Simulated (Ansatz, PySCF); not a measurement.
Molecule: Si$_{2}$H$_{3}$, net charge 0, doublet state. It need not be the lowest isomer of its formula. 
Geometry from a B3LYP-D3(BJ)/def2-TZVP (Ansatz, a program for electronic structure) optimisation:
```xyz
5

Si    -1.2264     0.1449    -0.1145
Si     1.0462    -0.0389     0.0964
H     -1.3325    -1.3477     0.1685
H      1.8899    -1.2636     0.0402
H      1.9663     1.1277     0.0447
```
Charge 0, spin multiplicity 2.

Total electronic energies in hartree. Valence correlation only, unless marked. UHF or UKS for open shells. No spin-orbit coupling. Non-relativistic. Basis-set limits of correlation are two-point, X^-3; Hartree-Fock from the larger set. The bracket is a focal-point correction in the basis named.

The UHF reference is spin-contaminated (<S^2> 0.19 over the pure value in the largest basis). The T1 diagnostic of CCSD in the largest basis is 0.050, which is high, so the coupled-cluster rows are less sure than usual.

```tsv
level	program	energy (Eh)
HF/cc-pV(T+d)Z	Ansatz	-579.54666
HF/cc-pwCVTZ	Ansatz	-579.54740
HF/def2-TZVPD	PySCF	-579.53568
HF/aug-cc-pV(Q+d)Z	Ansatz	-579.55250
HF/def2-QZVPPD	Ansatz	-579.55300
SVWN5/def2-TZVPD	Ansatz	-578.36214
TPSS-D3(BJ)/def2-TZVPD	PySCF + dftd3	-580.75760
B3LYP/def2-TZVPD	Ansatz	(withheld)
PBE0/STO-3G	Ansatz	-573.68450
PBE0-D4/def2-TZVPD	Ansatz + dftd4	-580.45700
MN15/def2-TZVPD	PySCF	-580.47065
MP2/STO-3G	Ansatz	-572.87708
MP2/6-31G	Ansatz	-579.50633
MP2/6-31G*	Ansatz	-579.61631
MP2/aug-cc-pV(D+d)Z	Ansatz	-579.70304
MP2/cc-pV(T+d)Z	Ansatz	-579.75271
RI-MP2/def2-TZVPPD	Ansatz	-579.74359
RI-MP2/def2-QZVPPD	Ansatz	-579.77473
RI-MP2/CBS(def2-TZVPPD,def2-QZVPPD)	Ansatz	-579.7852
CCSD/6-31G*	Ansatz	-579.65734
CCSD/def2-TZVPP	Ansatz	-579.78829
RI-MP2/CBS(def2-TZVPPD,def2-QZVPPD)+[CCSD(T)-MP2]/def2-SVPD	Ansatz	-579.8399
CCSD(T)/CBS(cc-pV(T+d)Z,cc-pV(Q+d)Z)	Ansatz	-579.8371
```

Q: Some entries are withheld; supply them.

A: 
- B3LYP/def2-TZVPD, energy (Eh): -580.74643
